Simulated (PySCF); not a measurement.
Compound: cis-Si(PH3)2Cl4.
Structure used (PBE0-D3(BJ)/def2-SVP), in Å, numbered top down from 1:
```
atom  x, y, z in Å
Si1   -0.8012    0.0188   -0.8097
P2    -0.8318   -0.0243    1.6869
H3     0.3671   -0.0608    2.4510
H4    -1.5180   -1.1179    2.2662
H5    -1.4776    1.0722    2.3060
Cl6   -0.5624    0.0512   -2.9101
P7     1.7056   -0.0046   -0.7972
H8     2.2971   -1.0898   -1.4863
H9     2.4615   -0.0475    0.4073
H10    2.3281    1.0992   -1.4276
Cl11  -2.9056    0.0286   -0.6208
Cl12  -0.5019    2.1472   -0.4886
Cl13  -0.5304   -2.1242   -0.5548
```

Computed, not measured: TDDFT wB97X-D/def2-SVPD, vertical, gas phase, core orbitals frozen in the response in PySCF 2.14.0, density-fitted response routines.

Transition dipole moments from the ground state, in atomic units and in the frame of the coordinates above (overall signs are arbitrary), for the states with f of 0.002 or more among the lowest 10:

| state | E (eV) | μx | μy | μz |
| --- | --- | --- | --- | --- |
| S1 | 5.272 | 0.598 | 0.004 | -0.525 |
| S2 | 5.330 | 0.387 | -0.011 | 0.460 |
| S4 | 5.625 | 0.000 | -0.198 | -0.001 |
| S6 | 6.728 | 0.191 | -0.001 | 0.200 |
| S7 | 6.826 | -0.322 | -0.001 | 0.302 |
| S9 | 6.929 | 0.000 | 0.229 | -0.005 |
| S10 | 6.965 | 0.212 | -0.001 | -0.212 |

Question: What oscillator strength does each state have?

Answer: f = (2/3) ΔE |μ|² with ΔE in hartree (27.2114 eV).

| state | \|μ\|² (au) | \|μ\| (D) | f |
| --- | --- | --- | --- |
| S1 | 0.634 | 2.02 | 0.082 |
| S2 | 0.361 | 1.53 | 0.047 |
| S4 | 0.039 | 0.50 | 0.005 |
| S6 | 0.077 | 0.70 | 0.013 |
| S7 | 0.195 | 1.12 | 0.033 |
| S9 | 0.053 | 0.58 | 0.009 |
| S10 | 0.090 | 0.76 | 0.015 |

Question: What angle do the transition dipoles of S1 and S10 make?

Answer: |cos θ| = |μa·μb| / (|μa| |μb|) = 1.00, so θ ≈ 4° (taken between 0 and 90°, since the signs are arbitrary).

Question: What peak molar absorption coefficient would the strongest computed level give as a lone Gaussian band 0.5 eV wide at half height?

Answer: ε(max) = 2.175×10⁸ f / FWHM, with the width in cm⁻¹. S1: 2.175×10⁸ × 0.0818 / 4033 ≈ 4400 L mol⁻¹ cm⁻¹.
